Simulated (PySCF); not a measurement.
## Structure revision by computed shifts

A compound C8H9B gives the data below (simulated from a calculation) and was assigned the structure `C=CB1C=CC=CC=C1`.

¹³C{¹H} NMR (computed): δ 162.8 (CH), 160.8 (CH), 154.8 (CH), 149.6 (CH), 149.2 (C), 148.9 (CH), 145.2 (CH), 123.2 (CH2).

¹H NMR (600 MHz, computed): δ 8.64 (m, 1H), 8.49 (m, 1H), 8.37 (m, 1H), 8.07 (m, 1H), 7.21 (d, 1H), 6.70 (m, 1H), 6.39 (m, 1H), 6.38 (br, 1H), 5.77 (m, 1H).

[PySCF: structure optimised with PBE0-D3(BJ)/def2-SVP; shieldings: GIAO PBE0/pcSseg-1; one computed conformer; non-relativistic Hamiltonian; gas phase]

Chemical shifts δ = σref − σ; ¹H (σ = 31.27 ppm), ¹³C (σ = 184.41 ppm) against TMS, all at this level.

Task: Compare with the shifts computed for the proposed structure, pairing carbons in order of shift.

Result: Structure with atom numbers: `[CH2:1]=[CH:2][B:3]1[CH:4]=[CH:5][CH:6]=[CH:7][CH:8]=[CH:9]1`. Each H is labelled by its parent atom.

```tsv
atom	computed for proposal	given list	difference
C4	161.0	162.8	-1.8
C9	161.0	160.8	+0.2
C5	154.5	154.8	-0.3
C8	154.5	149.6	+4.9
C2	154.3	149.2	+5.1
C6	142.8	148.9	-6.1
C7	142.8	145.2	-2.4
C1	142.3	123.2	+19.1
```

The rms difference is 7.6 ppm and the largest +19.1 ppm at C1 (terminal =CH2 carbon). The proposal also would give 5 carbon signals, not 8. The carbon types in order of shift don't match either: CH, CH, CH, CH, CH, CH, CH, CH2 for the proposal against CH, CH, CH, CH, C, CH, CH, CH2 in the data. The proposal doesn't fit.

Task: Which isomer fits?

Result: SMILES C=CC1=CC=CBC=C1.

- δC 162.8, 160.8, 154.8, 149.6, 148.9, 145.2: alkene CH; as expected for a trigonal carbon in a double bond.
- δC 149.2: fully substituted alkene carbon; the olefinic region.
- δC 123.2: terminal =CH2 carbon; the olefinic region.
- δH 8.64, 8.49, 8.37, 8.07, 7.21, 6.70: hydrogen on an alkene CH.

Other isomers checked: BCC1c2ccccc21 (rms 51.2 ppm); BC1=C[C@@H]2[C@@H]3C=C[C@H]1[C@H]23 (rms 62.8 ppm).

This is the structure that produced the data.

Hydrogens on boron are broadened and split by ¹¹B (spin 3/2, 80 %) and 10B (spin 3). A carbon bonded to boron is broadened by the quadrupolar boron nucleus and is often missing from a measured spectrum. Shifts are as computed. Against solution values, carbons near 30 ppm lie about +2 ppm off and those near 130 ppm about +5 ppm. Of 1309 compounds with measured shifts, 239 miss one by over three times the rms of a fit or turn the order of signals round; such compounds aren't used in these exercises. Multiplicities follow the n + 1 count of equivalent neighbours, as no J values were calculated; m marks all less simple cases, F and P coupling included.
